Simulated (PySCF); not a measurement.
C₇H₈NP.
Atom-mapped SMILES: `[cH:1]1[cH:2][c:3]([P:4]2[CH2:5][CH2:6]2)[cH:7][cH:8][n:9]1` (hydrogens: H10 on C1; H11 on C2; H12, H13 on C5; H14, H15 on C6; H16 on C7; H17 on C8)

Structure used (GFN2-xTB), in Å, numbered top down from 1:
```
atom  x, y, z in Å
C1    -2.230   -0.899   -0.725
C2    -1.010   -1.172   -0.128
C3    -0.335   -0.137    0.510
P4     1.264   -0.440    1.375
C5     2.337    0.619    0.314
C6     2.291   -0.826   -0.106
C7    -0.940    1.115    0.542
C8    -2.160    1.277   -0.095
N9    -2.793    0.297   -0.716
H10   -2.787   -1.674   -1.237
H11   -0.588   -2.166   -0.160
H12    3.255    0.976    0.763
H13    1.856    1.347   -0.324
H14    1.779   -1.067   -1.028
H15    3.179   -1.420    0.066
H16   -0.465    1.943    1.049
H17   -2.659    2.238   -0.108
```

Computed, not measured: TDDFT wB97X-D/def2-SVPD, vertical, gas phase, core orbitals frozen in the response in PySCF 2.14.0, density-fitted response routines.

**Question.** Predict the UV-vis stick spectrum at this level.

**Answer.** 

```csv
state,E (eV),ν̃ (cm⁻¹),f,symmetry,"main configurations (H = HOMO, L = LUMO)"
S1,4.89,39410,0.0073,A′,"H-1→L (56%), H→L (40%)"
S2,5.24,42290,0.0006,–,"H-1→L+1 (53%), H→L+1 (40%)"
S3,5.52,44500,0.033,A″,"H-2→L (63%), H-1→L+1 (16%), H→L+1 (11%)"
S4,5.77,46570,0.161,A′,"H→L (54%), H-1→L (37%)"
S5,6.28,50620,0.0034,A″,"H-3→L (59%), H→L+2 (11%), H→L+1 (10%)"
S6,6.33,51090,0.0025,A″,"H-3→L (34%), H→L+1 (23%), H→L+2 (15%)"
S7,6.59,53140,0.146,A′,"H-2→L+1 (66%), H-4→L (27%)"
S8,6.89,55610,0.172,A″,"H→L+2 (52%), H→L+1 (13%), H-2→L (10%)"
```

Triplets, Tamm–Dancoff:

```csv
state,E (eV),λ (nm),"main configurations (H = HOMO, L = LUMO)"
T1,4.25,291.9,"H→L (52%), H-1→L (28%)"
T2,4.33,286.3,"H-1→L (43%), H-2→L+1 (34%), H-4→L (10%)"
T3,4.68,264.7,H-2→L (94%)
```

The lowest singlet comes at 254 nm (471 kJ/mol) in the ultraviolet; it is weak; its leading configuration is HOMO-1→LUMO (56%). The most intense listed level is S8 at 6.89 eV (180 nm, f = 0.172), 2.01 eV above S1. It is the last of those listed, so stronger ones may follow. Löwdin shares by element: HOMO phosphorus 36%, carbon 18% or more, nitrogen 15% (atoms not listed hold the other 31%); LUMO carbon 44% or more, nitrogen 20% (atoms not listed hold the other 36%). Of the 8 states listed, 4 reach f = 0.01 and none stays under 0.0005. The listed states span 2.01 eV, and the widest gap between neighbours is 0.50 eV (S4 to S5). Orbital energies (eV): HOMO-3 -9.88, HOMO-2 -9.57, HOMO-1 -9.40, HOMO -9.01, LUMO 0.63, LUMO+1 1.09, LUMO+2 2.01. Symmetry labels in Cs follow from the direction of the transition dipole and are given only for states with f of 0.002 or more. Singlets were solved by full linear response, triplets in the Tamm–Dancoff approximation.

One conformer stands for the species.
